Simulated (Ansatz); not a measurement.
`C[Se][BH][AlH2]` + `[AsH3]` → `C[Se][AsH2]` + `[BH2][AlH2]`  (ligand exchange at the Se–B bond)

Calculated with Ansatz (gas phase, PBE0-D4/def2-TZVP geometries, no zero-point term in ΔE). CCSD(T)/CBS adds triple-zeta CCSD(T) − MP2 to the extrapolated MP2 energy (def2 sets, frozen cores). This one scheme is used for every species. For As, Se outer-core shells are correlated without core-valence functions, which leaves a few kJ/mol of doubt a bond. Scalar relativity is left out up to krypton. One conformer a species, not always the lowest.

```
          species  CCSD(T)/CBS(def2) energy (Eh)
`C[Se][BH][AlH2]`                    -2709.15953
         `[AsH3]`                    -2236.79077
    `C[Se][AsH2]`                    -4676.77761
    `[BH2][AlH2]`                     -269.14094
```

Problem. Work out ΔE.

Solution. ΔE = (-4676.77761) + (-269.14094) − (-2709.15953) − (-2236.79077) = 0.03175 Eh = +83.4 kJ/mol.

Largest T1 diagnostic among the species: 0.014.

From PBE to PBE0 (25 % exact exchange), in def2-TZVPP and without D4, ΔE moves by −4.3 kJ/mol. In def2-TZVPP, CCSD(T) changes the Hartree–Fock value by +30.8 kJ/mol (the triples alone add +5.3 kJ/mol) and MP2 by +30.2 kJ/mol.
